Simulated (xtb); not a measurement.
C2H6AlF (SMILES [CH3][Al]([CH3])[F]), singlet, geometry from GFN2-xTB (such geometries of metal compounds can be far from the true shape), atoms displaced at random by about 0.02 Å a coordinate; GFN2-xTB with ALPB(dmso) run with xtb.

The xtb input:
```
$ xtb mol.xyz --gfn 2 --opt --alpb dmso --json

# file mol.xyz
10

Al    -0.01961572     0.05504398    -0.02060609
C      1.83561942    -0.15990012    -0.76339943
H      2.21770765    -1.17554080    -0.65622327
H      2.51672622     0.52050171    -0.24085379
H      1.84464015     0.12092419    -1.78553661
C     -0.69315996    -0.54249168     1.69826648
H     -1.52649680    -1.28677593     1.64182428
H     -1.19632257     0.31646139     2.28124928
H     -0.01028199    -0.94339770     2.43265981
F     -1.10413763     0.68388081    -1.04634130
```

Task: Predict the main parts of the log of this xtb run.

Result: 
```
   ID    Z sym.   atoms
    1   13 Al     1
    2    6 C      2, 6
    3    1 H      3-5, 7-9
    4    9 F      10

           -------------------------------------------------
          |                Calculation Setup                |
           -------------------------------------------------

           -------------------------------------------------
          |                 G F N 2 - x T B                 |
           -------------------------------------------------

      * Solvation model:               ALPB
        Solvent                        dmso
        Parameter file                 internal GFN2-xTB/ALPB
        Dielectric constant                4.6680E+01
        Reference state                gsolv [1 M gas/solution]
        Free energy shift                  7.1947E-03 Eh       4.5147E+00 kcal/mol
        Temperature                        2.9815E+02 K
        Density                            1.1000E+00 kg/L
        Solvent mass                       7.8130E+01 g/mol
        Interaction kernel             P16
        Born radius scaling (c1)           1.7927E+00
        Born radii integrator          GBOBC
        Born offset                        0.0000E+00 a0       0.0000E+00 AA
        H-bond correction              true
        Ion screening                  false
        Surface tension                    1.0000E-05 Eh       1.5569E+01 dyn/cm
        Grid points                               230 per atom

          ...................................................
          :                      SETUP                      :
          :.................................................:
          :  # basis functions                  28          :
          :  # atomic orbitals                  27          :
          :  # shells                           15          :
          :  # electrons                        24          :
          :  max. iterations                   250          :
          :  Hamiltonian                  GFN2-xTB          :
          :  restarted?                      false          :
          :  GBSA solvation                   true          :
          :  PC potential                    false          :
          :  electronic temp.          300.0000000     K    :
          :  accuracy                    1.0000000          :
          :  -> integral cutoff          0.2500000E+02      :
          :  -> integral neglect         0.1000000E-07      :
          :  -> SCF convergence          0.1000000E-05 Eh   :
          :  -> wf. convergence          0.1000000E-03 e    :
          :  Broyden damping             0.4000000          :
          :  net charge                          0          :
          :  unpaired electrons                  0          :
          ...................................................

 iter      E             dE          RMSdq      gap      omega  full diag
   1    -13.3143081 -0.133143E+02  0.153E+01    4.60       0.0  T
   2    -13.3339583 -0.196503E-01  0.872E+00    4.34       1.0  T
   3    -13.3347395 -0.781122E-03  0.161E+00    4.00       1.0  T
   4    -13.3403498 -0.561031E-02  0.607E-01    4.22       1.0  T
   5    -13.3406616 -0.311876E-03  0.552E-01    4.27       1.0  T
   6    -13.3405592  0.102492E-03  0.243E-01    4.23       1.0  T
   7    -13.3406430 -0.838863E-04  0.172E-01    4.25       1.0  T
   8    -13.3406609 -0.178874E-04  0.704E-02    4.30       1.0  T
   9    -13.3406971 -0.361693E-04  0.121E-02    4.28       2.6  T
  10    -13.3406981 -0.100279E-05  0.468E-03    4.28       6.8  T
  11    -13.3406981 -0.399464E-07  0.198E-03    4.28      16.0  T
  12    -13.3406982 -0.208169E-07  0.275E-04    4.28     115.1  T
  13    -13.3406982 -0.206592E-09  0.134E-04    4.28     236.0  T

   *** convergence criteria satisfied after 13 iterations ***

         :::::::::::::::::::::::::::::::::::::::::::::::::::::
         ::                     SUMMARY                     ::
         :::::::::::::::::::::::::::::::::::::::::::::::::::::
         :: total energy             -13.205265212769 Eh    ::
         :: total w/o Gsasa/hb       -13.199307074212 Eh    ::
         :: gradient norm              0.075223565849 Eh/a0 ::
         :: HOMO-LUMO gap              4.277888746025 eV    ::
         ::.................................................::
         :: SCC energy               -13.340692856473 Eh    ::
         :: -> isotropic ES            0.045092824560 Eh    ::
         :: -> anisotropic ES          0.002171504485 Eh    ::
         :: -> anisotropic XC         -0.000086207383 Eh    ::
         :: -> dispersion             -0.003497906915 Eh    ::
         :: -> Gsolv                  -0.008198342564 Eh    ::
         ::    -> Gelec               -0.002240204006 Eh    ::
         ::    -> Gsasa               -0.012126849643 Eh    ::
         ::    -> Ghb                 -0.001025982963 Eh    ::
         ::    -> Gshift               0.007194694049 Eh    ::
         :: repulsion energy           0.135427643704 Eh    ::
         :: add. restraining           0.000000000000 Eh    ::
         :: total charge               0.000000000000 e     ::
         :::::::::::::::::::::::::::::::::::::::::::::::::::::

      -----------------------------------------------------------
     |                   =====================                   |
     |                        A N C O P T                        |
     |                   =====================                   |
     |               Approximate Normal Coordinate               |
     |                Rational Function Optimizer                |
      -----------------------------------------------------------
      -----------------------------------------------------------
     |                   =====================                   |
     |                        A N C O P T                        |
     |                   =====================                   |
[...]
 * total energy  :   -13.2052652 Eh     change       -0.2641265E-10 Eh
 * total energy  :   -13.2102110 Eh     change       -0.4945781E-02 Eh
 * total energy  :   -13.2112391 Eh     change       -0.1028108E-02 Eh
 * total energy  :   -13.2114090 Eh     change       -0.1699210E-03 Eh
 * total energy  :   -13.2114626 Eh     change       -0.5361578E-04 Eh
 * total energy  :   -13.2114829 Eh     change       -0.2027308E-04 Eh
 * total energy  :   -13.2114902 Eh     change       -0.7313261E-05 Eh
 * total energy  :   -13.2114942 Eh     change       -0.3928369E-05 Eh
   *** GEOMETRY OPTIMIZATION CONVERGED AFTER 8 ITERATIONS ***
         :: total energy             -13.211494154152 Eh    ::
[...]
         :: HOMO-LUMO gap              4.265937412627 eV    ::
         ::.................................................::
         :: SCC energy               -13.341141400601 Eh    ::
         :: -> isotropic ES            0.047550735477 Eh    ::
         :: -> anisotropic ES          0.001370610867 Eh    ::
         :: -> anisotropic XC         -0.000964763928 Eh    ::
         :: -> dispersion             -0.003444628409 Eh    ::
         :: -> Gsolv                  -0.009190445051 Eh    ::
         ::    -> Gelec               -0.003089450271 Eh    ::
         ::    -> Gsasa               -0.012091078236 Eh    ::
         ::    -> Ghb                 -0.001204610592 Eh    ::
         ::    -> Gshift               0.007194694049 Eh    ::
         :: repulsion energy           0.129647246449 Eh    ::
         :: add. restraining           0.000000000000 Eh    ::
         :: total charge              -0.000000000000 e     ::
         :::::::::::::::::::::::::::::::::::::::::::::::::::::

           -------------------------------------------------
          |                Property Printout                |
           -------------------------------------------------

    * Orbital Energies and Occupations

         #    Occupation            Energy/Eh            Energy/eV
      -------------------------------------------------------------
         1        2.0000           -0.7815877             -21.2681
         2        2.0000           -0.5746011             -15.6357
         3        2.0000           -0.5648944             -15.3716
         4        2.0000           -0.4990100             -13.5788
         5        2.0000           -0.4875075             -13.2658
         6        2.0000           -0.4861535             -13.2289
         7        2.0000           -0.4604714             -12.5301
         8        2.0000           -0.4591944             -12.4953
         9        2.0000           -0.4554560             -12.3936
        10        2.0000           -0.4546635             -12.3720
        11        2.0000           -0.4299610             -11.6998
        12        2.0000           -0.3754540             -10.2166 (HOMO)
        13                         -0.2186837              -5.9507 (LUMO)
        14                         -0.1532206              -4.1693
        15                         -0.0766523              -2.0858
        16                         -0.0307750              -0.8374
        17                         -0.0202780              -0.5518
        18                         -0.0010182              -0.0277
        19                          0.1784606               4.8562
        20                          0.2014359               5.4814
        21                          0.2199878               5.9862
        22                          0.2231044               6.0710
        23                          0.2251690               6.1272
       ...                                ...                  ...
        27                          1.0197308              27.7483
      -------------------------------------------------------------
                  HL-Gap            0.1567703 Eh            4.2659 eV
             Fermi-level           -0.2970688 Eh           -8.0837 eV

     #   Z          covCN         q      C6AA      α(0)
     1  13 Al       2.347     0.340   104.818    21.664
     2   6 C        3.609    -0.231    25.756     7.330
     3   1 H        0.924     0.068     2.110     2.271
     4   1 H        0.924     0.069     2.097     2.264
     5   1 H        0.924     0.084     1.941     2.179
     6   6 C        3.609    -0.231    25.754     7.329
     7   1 H        0.924     0.076     2.024     2.225
     8   1 H        0.924     0.077     2.009     2.217
     9   1 H        0.924     0.068     2.108     2.270
    10   9 F        0.672    -0.319    12.562     4.184

 Mol. C6AA /au·bohr⁶  :       1017.268262
 Mol. C8AA /au·bohr⁸  :      38078.798311
 Mol. α(0) /au        :         53.933873

Wiberg/Mayer (AO) data.
largest (>0.10) Wiberg bond orders for each atom

 ---------------------------------------------------------------------------
     #   Z sym  total        # sym  WBO       # sym  WBO       # sym  WBO
 ---------------------------------------------------------------------------
     1  13 Al   3.661 --    10 F    1.147     6 C    1.056     2 C    1.054
     2   6 C    3.944 --     1 Al   1.054     3 H    0.929     4 H    0.925
                             5 H    0.914
     3   1 H    0.995 --     2 C    0.929
     4   1 H    0.995 --     2 C    0.925
     5   1 H    0.993 --     2 C    0.914
     6   6 C    3.944 --     1 Al   1.056     9 H    0.935     7 H    0.917
                             8 H    0.916
     7   1 H    0.994 --     6 C    0.917
     8   1 H    0.994 --     6 C    0.916
     9   1 H    0.995 --     6 C    0.935
    10   9 F    1.211 --     1 Al   1.147
 ---------------------------------------------------------------------------

Topologies differ in total number of bonds
Writing topology from bond orders to xtbtopo.mol

molecular dipole:
                 x           y           z       tot (Debye)
 q only:        0.708      -0.455       0.651
   full:        0.784      -0.505       0.728       3.008
molecular quadrupole (traceless):
                xx          xy          yy          xz          yz          zz
 q only:       -0.113       1.461      -0.113      -3.022       1.005       0.226
  q+dip:        0.766       1.615      -1.584      -4.865       0.531       0.818
   full:       -1.065       2.392       1.568      -3.103       2.339      -0.503

optimized geometry written to: xtbopt.xyz

           -------------------------------------------------
          | TOTAL ENERGY              -13.211494154152 Eh   |
          | GRADIENT NORM               0.000854853515 Eh/α |
          | HOMO-LUMO GAP               4.265937412627 eV   |
           -------------------------------------------------
```
